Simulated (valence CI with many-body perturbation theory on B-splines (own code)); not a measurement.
## Level structure of Tl⁷⁶⁺

Calculated by valence CI with perturbative core correlation (CI+MBPT): three valence electrons over a frozen Dirac-Fock core [He], radial functions for each j: 11 s, 11 p, 10 d, 8 f, 5 g, 2 h, with the one-electron correlation potential Σ1 (screened to all orders), the two-electron term Σ2, the three-electron term Σ3, Breit, model QED; selected single and double excitations, second order for the rest, scaled by the run's own slope (own B-spline code, finite nucleus).

The last digits are not significant, and no measured levels were compared; by estimate large intervals hold to a few tenths of a per cent, small ones and those within an open d or f shell to about a per cent.

Levels 1 to 45 of 165, with energies above the lowest level, (2s^2 2p1/2) J=1/2. "Leading %" is the weight of the configuration and term that name the level; weights of strongly mixed levels are sums over their largest components and can fall short. In the jj column 3d3/2^4 stands for four electrons in 3d with j = 3/2.

| No. | Configuration | Term | J | E (eV) | Leading % | Second component | g | Leading jj |
| --- | --- | --- | --- | --- | --- | --- | --- | --- |
| 1 | 2s2 2p | 2P° | 1/2 | 0 | 100 |  | 0.603 | 2s^2 2p1/2 (100 %) |
| 2 | 2s 2p2 | 4P | 1/2 | 319 | 48 | 32 % 2s 2p2 2S | 1.995 | 2s 2p1/2^2 (100 %) |
| 3 | 2s2 2p | 2P° | 3/2 | 2222 | 99 |  | 1.289 | 2s^2 2p3/2 (99 %) |
| 4 | 2s 2p2 | 4P | 3/2 | 2448 | 89 | 7 % 2s 2p2 2D | 1.606 | 2s 2p1/2 2p3/2 (100 %) |
| 5 | 2s 2p2 | 2D | 5/2 | 2490 | 64 | 36 % 2s 2p2 4P | 1.292 | 2s 2p1/2 2p3/2 (100 %) |
| 6 | 2s 2p2 | 2P | 1/2 | 2574 | 68 | 32 % 2s 2p2 4P | 1.274 | 2s 2p1/2 2p3/2 (100 %) |
| 7 | 2s 2p2 | 2D | 3/2 | 2576 | 60 | 38 % 2s 2p2 2P | 0.968 | 2s 2p1/2 2p3/2 (100 %) |
| 8 | 2p3 | 2P° | 3/2 | 2905 | 49 | 27 % 2p3 2D° | 1.299 | 2p1/2^2 2p3/2 (99 %) |
| 9 | 2s 2p2 | 4P | 5/2 | 4687 | 64 | 36 % 2s 2p2 2D | 1.410 | 2s 2p3/2^2 (100 %) |
| 10 | 2s 2p2 | 2S | 1/2 | 4811 | 68 | 20 % 2s 2p2 4P | 1.915 | 2s 2p3/2^2 (100 %) |
| 11 | 2s 2p2 | 2P | 3/2 | 4812 | 58 | 32 % 2s 2p2 2D | 1.160 | 2s 2p3/2^2 (100 %) |
| 12 | 2p3 | 4S° | 3/2 | 5069 | 56 | 44 % 2p3 2D° | 1.426 | 2p1/2 2p3/2^2 (100 %) |
| 13 | 2p3 | 2D° | 5/2 | 5092 | 100 |  | 1.152 | 2p1/2 2p3/2^2 (100 %) |
| 14 | 2p3 | 2P° | 1/2 | 5158 | 100 |  | 0.603 | 2p1/2 2p3/2^2 (100 %) |
| 15 | 2p3 | 2P° | 3/2 | 7340 | 51 | 28 % 2p3 2D° | 1.281 | 2p3/2^3 (100 %) |
| 16 | 2s2 3s | 2S | 1/2 | 13173 | 98 |  | 1.976 | 2s^2 3s (98 %) |
| 17 | 2s2 3p | 2P° | 1/2 | 13277 | 97 |  | 0.651 | 2s^2 3p1/2 (97 %) |
| 18 | 2s 2p 3s | 4P° | 1/2 | 13387 | 85 | 14 % 2s 2p 3s 2P° | 2.345 | 2s 2p1/2 3s (99 %) |
| 19 | 2s 2p 3s | 4P° | 3/2 | 13418 | 58 | 42 % 2s 2p 3s 2P° | 1.516 | 2s 2p1/2 3s (100 %) |
| 20 | 2s 2p 3s | 2P° | 1/2 | 13454 | 95 |  | 0.675 | 2s 2p1/2 3s (99 %) |
| 21 | 2s 2p 3p | 4D | 1/2 | 13475 | 72 | 22 % 2s 2p 3p 2P | 0.253 | 2s 2p1/2 3p1/2 (100 %) |
| 22 | 2s 2p 3p | 4D | 3/2 | 13506 | 39 | 35 % 2s 2p 3p 2D | 1.071 | 2s 2p1/2 3p1/2 (100 %) |
| 23 | 2s 2p 3p | 4P | 1/2 | 13560 | 44 | 31 % 2s 2p 3p 2S | 1.890 | 2s 2p1/2 3p1/2 (99 %) |
| 24 | 2p2 3s | 4P | 1/2 | 13766 | 45 | 31 % 2p2 3s 2S | 1.977 | 2p1/2^2 3s (98 %) |
| 25 | 2p2 3p | 2P° | 1/2 | 13847 | 47 | 37 % 2p2 3p 4D° | 0.639 | 2p1/2^2 3p1/2 (98 %) |
| 26 | 2s2 3p | 2P° | 3/2 | 13933 | 98 |  | 1.315 | 2s^2 3p3/2 (98 %) |
| 27 | 2s2 3d | 2D | 3/2 | 13998 | 98 |  | 0.781 | 2s^2 3d3/2 (98 %) |
| 28 | 2s 2p 3p | 4P | 3/2 | 14145 | 31 | 27 % 2s 2p 3p 4D | 1.381 | 2s 2p1/2 3p3/2 (100 %) |
| 29 | 2s2 3d | 2D | 5/2 | 14163 | 70 | 12 % 2s 2p 3p 4D | 1.217 | 2s^2 3d5/2 (70 %) |
| 30 | 2s 2p 3p | 2D | 3/2 | 14185 | 42 | 25 % 2s 2p 3p 2P | 1.237 | 2s 2p1/2 3p3/2 (100 %) |
| 31 | 2s 2p 3p | 4D | 5/2 | 14186 | 30 | 28 % 2s2 3d 2D | 1.269 | 2s 2p1/2 3p3/2 (71 %) |
| 32 | 2s 2p 3p | 2P | 1/2 | 14189 | 45 | 20 % 2s 2p 3p 2S | 1.334 | 2s 2p1/2 3p3/2 (99 %) |
| 33 | 2s 2p 3d | 4F° | 3/2 | 14197 | 68 | 14 % 2s 2p 3d 2D° | 0.574 | 2s 2p1/2 3d3/2 (100 %) |
| 34 | 2s 2p 3d | 4F° | 5/2 | 14231 | 39 | 35 % 2s 2p 3d 2F° | 0.990 | 2s 2p1/2 3d3/2 (99 %) |
| 35 | 2s 2p 3d | 2P° | 3/2 | 14250 | 30 | 24 % 2s 2p 3d 2D° | 1.135 | 2s 2p1/2 3d3/2 (99 %) |
| 36 | 2s 2p 3d | 4D° | 1/2 | 14254 | 52 | 42 % 2s 2p 3d 2P° | 0.441 | 2s 2p1/2 3d3/2 (100 %) |
| 37 | 2s 2p 3d | 4P° | 5/2 | 14379 | 32 | 30 % 2s 2p 3d 4D° | 1.293 | 2s 2p1/2 3d5/2 (100 %) |
| 38 | 2s 2p 3d | 2F° | 7/2 | 14411 | 41 | 35 % 2s 2p 3d 4F° | 1.212 | 2s 2p1/2 3d5/2 (100 %) |
| 39 | 2s 2p 3d | 2F° | 5/2 | 14424 | 45 | 26 % 2s 2p 3d 2D° | 1.075 | 2s 2p1/2 3d5/2 (100 %) |
| 40 | 2s 2p 3d | 2P° | 3/2 | 14424 | 38 | 30 % 2s 2p 3d 2D° | 1.128 | 2s 2p1/2 3d5/2 (96 %) |
| 41 | 2p2 3p | 2P° | 3/2 | 14522 | 34 | 19 % 2p2 3p 4D° | 1.312 | 2p1/2^2 3p3/2 (95 %) |
| 42 | 2p2 3d | 2D | 3/2 | 14568 | 43 | 32 % 2p2 3d 4F | 0.779 | 2p1/2^2 3d3/2 (98 %) |
| 43 | 2p2 3d | 2D | 5/2 | 14752 | 37 | 18 % 2p2 3d 4D | 1.183 | 2p1/2^2 3d5/2 (98 %) |
| 44 | 2s 2p 3s | 4P° | 5/2 | 15616 | 100 |  | 1.557 | 2s 2p3/2 3s (100 %) |
| 45 | 2s 2p 3s | 2P° | 3/2 | 15648 | 75 | 24 % 2s 2p 3s 4P° | 1.378 | 2s 2p3/2 3s (100 %) |

The ionisation energy to 2s2 1S_0 of the next ion comes out as 23248 eV (NIST: 23250 ± 110 eV (theoretical)). All 165 levels together are meant to be complete up to 19697 eV.
